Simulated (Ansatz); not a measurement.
Ansatz (a quantum-chemistry and plane-wave program) input:
A basis named .json is the Basis Set Exchange file of that set.

Ansatz 0.2 input:
```yaml
crystal:
  periodic: [false, false, false]
  atoms:
    - {symbol: C, position_ang: [-0.97646967, 1.41353695, -1.03215171]}
    - {symbol: Si, position_ang: [-0.12860626, -0.05963539, -0.33227811]}
    - {symbol: C, position_ang: [1.37385376, -0.51631042, -1.33723381]}
    - {symbol: C, position_ang: [-1.31160237, -1.48545994, -0.12390658]}
    - {symbol: Cl, position_ang: [0.55172370, 0.45505596, 1.58460719]}
    - {symbol: H, position_ang: [-2.02849380, 1.61766838, -0.86484274]}
    - {symbol: H, position_ang: [-0.44880748, 2.18775859, -1.57856746]}
    - {symbol: H, position_ang: [1.91211696, -1.34501275, -0.87405743]}
    - {symbol: H, position_ang: [1.08214491, -0.81759545, -2.34626542]}
    - {symbol: H, position_ang: [2.05964719, 0.32870968, -1.41803589]}
    - {symbol: H, position_ang: [-1.68642981, -1.81674151, -1.09538402]}
    - {symbol: H, position_ang: [-2.16549261, -1.19609357, 0.49094230]}
    - {symbol: H, position_ang: [-0.81819100, -2.33034877, 0.35953450]}
basis:
  gaussian:
    orbitals: aug-cc-pV_D+d_Z.json
magnetization: {spin_polarized: true, initial_magnetization: 1}
correlation: {method: ccsd_t, electrons: outside_noble_gas}
output: {forces: true}
```

Problem. Predict the final energy.

Solution. -867.53953 Eh (CCSD(T)/aug-cc-pV(D+d)Z). The basis has 205 functions.

It need not be the lowest isomer of its formula.
